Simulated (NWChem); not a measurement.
System: C₂HClF₄; SMILES FC(F)C(F)(F)Cl

Output (shortened):

```
             Northwest Computational Chemistry Package (NWChem) 7.3.0
             --------------------------------------------------------

                             Geometry "geometry" -> ""
                             -------------------------

 Output coordinates in angstroms (scale by  1.889725989 to convert to a.u.)

  No.       Tag          Charge          X              Y              Z
 ---- ---------------- ---------- -------------- -------------- --------------
    1 F                    9.0000     1.46972400     1.13835700     0.25046400
    2 C                    6.0000     0.33712400     0.98627700    -0.44265800
    3 F                    9.0000    -0.44917900     2.05091900    -0.23324200
    4 C                    6.0000    -0.40573800    -0.26181500     0.05573100
    5 F                    9.0000    -0.69643700    -0.14025100     1.34456200
    6 F                    9.0000    -1.54393500    -0.37967100    -0.62577400
    7 Cl                  17.0000     0.58512500    -1.70323800    -0.20287100
    8 H                    1.0000     0.56038600     0.89310400    -1.51923000

 Effective nuclear repulsion energy (a.u.)     423.3160214173

                              NWChem Property Module
                              ----------------------

                                 NWChem DFT Module
                                 -----------------

 Summary of "ao basis" -> "ao basis" (spherical)
 ------------------------------------------------------------------------------
       Tag                 Description            Shells   Functions and Types
 ---------------- ------------------------------  ------  ---------------------
 F                           6-31g*                  6       14   3s2p1d
 C                           6-31g*                  6       14   3s2p1d
 Cl                          6-31g*                  8       18   4s3p1d
 H                           6-31g*                  2        2   2s

            General Information
            -------------------
          SCF calculation type: DFT
          Wavefunction type:  closed shell.
          No. of atoms     :     8
          No. of electrons :    66
           Alpha electrons :    33
            Beta electrons :    33
          Charge           :     0
          Spin multiplicity:     1
          Use of symmetry is: off; symmetry adaption is: off
          Maximum number of iterations: 150
          AO basis - number of functions:   104
                     number of shells:    46
          Convergence on energy requested:  1.00D-06
          Convergence on density requested:  1.00D-05
          Convergence on gradient requested:  5.00D-04

              XC Information
              --------------
                         B3LYP Method XC Potential
                     Hartree-Fock (Exact) Exchange  0.200
                        Slater Exchange Functional  0.800 local
                    Becke 1988 Exchange Functional  0.720 non-local
              Lee-Yang-Parr Correlation Functional  0.810
                  VWN I RPA Correlation Functional  0.190 local

             Grid Information
             ----------------
          Grid used for XC integration:  medium
          Radial quadrature: Mura-Knowles
          Angular quadrature: Lebedev.
          Tag              B.-S. Rad. Rad. Pts. Rad. Cut. Ang. Pts.
          ---              ---------- --------- --------- ---------
          F                   0.50       49          10.0       434
          C                   0.70       49           8.0       434
          Cl                  1.00       88           8.0       590
          H                   0.35       45           8.0       434
          Grid pruning is: on
          Number of quadrature shells:   427
          Spatial weights used:  Erf1

      Superposition of Atomic Density Guess
      -------------------------------------

 Sum of atomic energies:        -932.75865164

      Non-variational initial energy
      ------------------------------

 Total energy =    -934.880676
 1-e energy   =   -2138.172344
 2-e energy   =     779.975646
 HOMO         =      -0.332162
 LUMO         =       0.133384

   convergence    iter        energy       DeltaE   RMS-Dens  Diis-err
 ---------------- ----- ----------------- --------- --------- ---------
 d= 0,ls=0.0,diis     1   -936.0788211524 -1.36D+03  2.08D-02  2.41D+00
 d= 0,ls=0.0,diis     2   -935.7325071125  3.46D-01  1.27D-02  6.68D+00
 d= 0,ls=0.0,diis     3   -936.3401445300 -6.08D-01  1.33D-03  3.29D-02
 d= 0,ls=0.0,diis     4   -936.3421415161 -2.00D-03  5.83D-04  8.43D-03
 d= 0,ls=0.0,diis     5   -936.3428223298 -6.81D-04  1.74D-04  3.52D-04
  Resetting Diis
 d= 0,ls=0.0,diis     6   -936.3428635200 -4.12D-05  2.71D-05  1.83D-05
 d= 0,ls=0.0,diis     7   -936.3428651095 -1.59D-06  1.60D-05  1.57D-06
 d= 0,ls=0.0,diis     8   -936.3428650310  7.85D-08  8.06D-06  2.73D-06

         Total DFT energy =     -936.342865030982
      One electron energy =    -2138.364040744153
           Coulomb energy =      860.168460835348
    Exchange-Corr. energy =      -81.463306539471
 Nuclear repulsion energy =      423.316021417293

 Numeric. integr. density =       65.999995268625

                       DFT Final Molecular Orbital Analysis
                       ------------------------------------

 Vector   31  Occ=2.000000D+00  E=-3.600073D-01
              MO Center=  1.8D-01, -7.1D-02, -1.5D-01, r^2= 3.5D+00
   Bfn.  Coefficient  Atom+Function         Bfn.  Coefficient  Atom+Function
  ----- ------------  ---------------      ----- ------------  ---------------
    91      0.395041  7 Cl px                60     -0.223311  5 F  py
    46      0.214462  4 C  py                74     -0.214276  6 F  py
    33     -0.199874  3 F  pz                93     -0.189456  7 Cl pz
    19      0.183130  2 C  pz               104     -0.183134  8 H  s
     5     -0.180230  1 F  pz                95      0.178343  7 Cl px

 Vector   32  Occ=2.000000D+00  E=-3.449842D-01
              MO Center=  4.5D-01, -1.5D+00, -1.5D-01, r^2= 1.8D+00
   Bfn.  Coefficient  Atom+Function         Bfn.  Coefficient  Atom+Function
  ----- ------------  ---------------      ----- ------------  ---------------
    93      0.687844  7 Cl pz                97      0.350455  7 Cl pz
    89     -0.267310  7 Cl pz                91      0.159192  7 Cl px
    59     -0.130599  5 F  px                74     -0.120227  6 F  py
    63     -0.095964  5 F  px                78     -0.084066  6 F  py
    95      0.078416  7 Cl px                60      0.068014  5 F  py

 Vector   33  Occ=2.000000D+00  E=-3.414541D-01
              MO Center=  4.1D-01, -1.0D+00, -2.0D-01, r^2= 2.8D+00
   Bfn.  Coefficient  Atom+Function         Bfn.  Coefficient  Atom+Function
  ----- ------------  ---------------      ----- ------------  ---------------
    91      0.468458  7 Cl px                92      0.431657  7 Cl py
    95      0.243605  7 Cl px                96      0.236994  7 Cl py
    87     -0.182664  7 Cl px                88     -0.167318  7 Cl py
    46     -0.148106  4 C  py                18      0.137752  2 C  py
    32     -0.136348  3 F  py                73      0.111794  6 F  px

 Vector   34  Occ=0.000000D+00  E= 3.392197D-03
              MO Center=  2.3D-01, -1.1D+00, -1.3D-01, r^2= 2.5D+00
   Bfn.  Coefficient  Atom+Function         Bfn.  Coefficient  Atom+Function
  ----- ------------  ---------------      ----- ------------  ---------------
    48      1.010418  4 C  s                 96     -0.732805  7 Cl py
    94     -0.667701  7 Cl s                 50     -0.493227  4 C  py
    95      0.493080  7 Cl px                46     -0.441774  4 C  py
    49      0.392423  4 C  px                92     -0.375050  7 Cl py
    45      0.284815  4 C  px                91      0.221738  7 Cl px

 Vector   35  Occ=0.000000D+00  E= 7.932609D-02
              MO Center=  1.3D-01,  3.6D-01, -3.5D-01, r^2= 2.8D+00
   Bfn.  Coefficient  Atom+Function         Bfn.  Coefficient  Atom+Function
  ----- ------------  ---------------      ----- ------------  ---------------
   104      0.791916  8 H  s                 51      0.532739  4 C  pz
    20     -0.488473  2 C  s                 21      0.409163  2 C  px
    23      0.391247  2 C  pz                62     -0.387505  5 F  s
     6     -0.363512  1 F  s                 76      0.337829  6 F  s
    47      0.336023  4 C  pz                50      0.323576  4 C  py

 Vector   36  Occ=0.000000D+00  E= 1.032592D-01
              MO Center=  9.0D-02,  4.2D-01, -6.0D-01, r^2= 3.2D+00
   Bfn.  Coefficient  Atom+Function         Bfn.  Coefficient  Atom+Function
  ----- ------------  ---------------      ----- ------------  ---------------
   104      1.062869  8 H  s                 48      0.836799  4 C  s
    21     -0.637980  2 C  px                20     -0.539511  2 C  s
    22      0.473717  2 C  py                34     -0.441294  3 F  s
    23      0.432946  2 C  pz                76     -0.338868  6 F  s
    50     -0.317075  4 C  py                17     -0.313906  2 C  px

     Multipole analysis of the density
     ---------------------------------

[...]

 DFT Linear Response polarizability / au
 Frequency  =       0.0773000 / au
 Wavelength =     589.4353558 / nm
              X              Y              Z
 -----------------------------------------------
 X      31.5006462     -5.8528555     -0.8127029
 Y      -5.8528320     38.5198736      1.1721239
 Z      -0.8126997      1.1721842     28.2456142
 -----------------------------------------------
 Eigenvalues =      28.2782465     41.9816196     28.0062679
 Isotropic   =      32.7553780
 Anisotropic =      13.8413666
 -----------------------------------------------

 Magnetic Dipole Response Matrix (nonzero elements):
```

Level: B3LYP/6-31G* (spherical d). The geometry was optimised at PBE0/def2-SVP.

Question: Reconstruct the input file.

Answer: This is not unique; one that fits is the input that was run:
```
start job
memory heap 200 mb stack 900 mb global 1100 mb
geometry units angstroms noautosym nocenter noautoz
  F      1.469724     1.138357     0.250464
  C      0.337124     0.986277    -0.442658
  F     -0.449179     2.050919    -0.233242
  C     -0.405738    -0.261815     0.055731
  F     -0.696437    -0.140251     1.344562
  F     -1.543935    -0.379671    -0.625774
  Cl     0.585125    -1.703238    -0.202871
  H      0.560386     0.893104    -1.519230
end
basis spherical
  F library 6-31g*
  C library 6-31g*
  Cl library 6-31g*
  H library 6-31g*
end
dft
  xc b3lyp
  iterations 150
end
property
  response 1 0.0773
end
task dft property
```
